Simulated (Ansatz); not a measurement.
Process, species as SMILES: [SiH3][PH] (SiH3-PH) → [SiH3][PH-] (an electron is taken up)
B3LYP-D3(BJ)/def2-TZVP geometries, fixed; electronic energies without zero-point terms; positive where energy is released.

Basis-set convergence of the adiabatic electron affinity at PBE with Ansatz (a program for electronic structure). Cartesian d functions, on some or all atoms, in 6-31G*, 6-31+G*, 6-311G**, 6-311+G**; all else is spherical. Open shells are unrestricted. No added dispersion term, no relativity. Functions are those of the species that has most. Reference: the value in aug-pcseg-3, 1.836 eV, itself unsure by roughly 0.011 eV (its mean distance from aug-cc-pV(Q+d)Z, def2-QZVPPD). Deviations are taken from unrounded values.

```json
[
 {"basis": "6-31G*", "functions": "46", "adiabatic electron affinity (eV)": "1.497"},
 {"basis": "6-31+G*", "functions": "54", "adiabatic electron affinity (eV)": "1.775"},
 {"basis": "def2-SVP", "functions": "56", "adiabatic electron affinity (eV)": "1.419"},
 {"basis": "def2-SVPD", "functions": "80", "adiabatic electron affinity (eV)": "1.662"},
 {"basis": "pcseg-1", "functions": "56", "adiabatic electron affinity (eV)": "1.696"},
 {"basis": "aug-pcseg-1", "functions": "90", "adiabatic electron affinity (eV)": "1.812"},
 {"basis": "cc-pV(D+d)Z", "functions": "66", "adiabatic electron affinity (eV)": "1.454"},
 {"basis": "aug-cc-pV(D+d)Z", "functions": "100", "adiabatic electron affinity (eV)": "1.823"},
 {"basis": "6-311G**", "functions": "78", "adiabatic electron affinity (eV)": "1.780"},
 {"basis": "6-311+G**", "functions": "86", "adiabatic electron affinity (eV)": "1.800"},
 {"basis": "def2-TZVP", "functions": "98", "adiabatic electron affinity (eV)": "1.680"},
 {"basis": "def2-TZVPD", "functions": "122", "adiabatic electron affinity (eV)": "1.784"},
 {"basis": "pcseg-2", "functions": "124", "adiabatic electron affinity (eV)": "1.763"},
 {"basis": "aug-pcseg-2", "functions": "192", "adiabatic electron affinity (eV)": "1.836"},
 {"basis": "cc-pV(T+d)Z", "functions": "134", "adiabatic electron affinity (eV)": "1.661"},
 {"basis": "aug-cc-pV(T+d)Z", "functions": "202", "adiabatic electron affinity (eV)": "1.835"},
 {"basis": "def2-TZVPP", "functions": "140", "adiabatic electron affinity (eV)": "1.685"},
 {"basis": "def2-TZVPPD", "functions": "164", "adiabatic electron affinity (eV)": "1.786"},
 {"basis": "cc-pV(Q+d)Z", "functions": "248", "adiabatic electron affinity (eV)": "1.753"},
 {"basis": "aug-cc-pV(Q+d)Z", "functions": "362", "adiabatic electron affinity (eV)": "1.831"},
 {"basis": "def2-QZVPP", "functions": "260", "adiabatic electron affinity (eV)": "1.774"},
 {"basis": "def2-QZVPPD", "functions": "284", "adiabatic electron affinity (eV)": "1.818"},
 {"basis": "pcseg-3", "functions": "260", "adiabatic electron affinity (eV)": "1.815"},
 {"basis": "aug-pcseg-3", "functions": "374", "adiabatic electron affinity (eV)": "1.836"}
]
```

What the diffuse functions change, pair by pair:
- 6-31G* to 6-31+G*: 8 more functions, deviation -0.339 to -0.061 eV
- def2-SVP to def2-SVPD: 24 more functions, deviation -0.417 to -0.174 eV
- pcseg-1 to aug-pcseg-1: 34 more functions, deviation -0.140 to -0.024 eV
- cc-pV(D+d)Z to aug-cc-pV(D+d)Z: 34 more functions, deviation -0.382 to -0.013 eV
- 6-311G** to 6-311+G**: 8 more functions, deviation -0.056 to -0.036 eV
- def2-TZVP to def2-TZVPD: 24 more functions, deviation -0.156 to -0.051 eV
- pcseg-2 to aug-pcseg-2: 68 more functions, deviation -0.073 to 0.001 eV
- cc-pV(T+d)Z to aug-cc-pV(T+d)Z: 68 more functions, deviation -0.175 to -0.001 eV
- def2-TZVPP to def2-TZVPPD: 24 more functions, deviation -0.151 to -0.049 eV
- cc-pV(Q+d)Z to aug-cc-pV(Q+d)Z: 114 more functions, deviation -0.082 to -0.005 eV
- def2-QZVPP to def2-QZVPPD: 24 more functions, deviation -0.062 to -0.018 eV
- pcseg-3 to aug-pcseg-3: 114 more functions, deviation -0.021 to 0.000 eV

Leaving out the reference's own pair, they bring the value nearer the reference by more than 0.011 eV in 11 of 11 pairs.
